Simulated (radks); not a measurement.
Q: These are the eigenvalues of the occupied orbitals of an atom or ion with whole-number occupations (Ry). Calculated with a radial shooting solver on a logarithmic mesh with Libxc functionals: scalar-relativistic Kohn-Sham, LDA (Slater exchange, Perdew-Wang correlation), spin-polarised, spherical densities, point nucleus.

| orbital | eigenvalue |
|---|---|
| 1s up | -176.1873 |
| 1s down | -176.1655 |
| 2s up | -15.49265 |
| 2s down | -15.46847 |
| 2p up | -11.50589 |
| 2p down | -11.47583 |
| 3s up | -1.32022 |
| 3s down | -1.19487 |
| 3p up | -0.56712 |
| 3p down | -0.45619 |

Which element is it, and in what charge state? The configuration may be excited. Open shells, if any, are filled with parallel spins first.

A: Z = 16, sulfur, charge 0: S in [Ne] 3s2 3p4. The list shows which subshells hold electrons but not how many an open one holds; the 1s level, -88.094 hartree, gives Z - s = 13.3 by -(Z - s)^2/2, which with screening and relativity narrows Z to a few neighbours, and the depths of the outer levels then fix element, charge and occupations together.
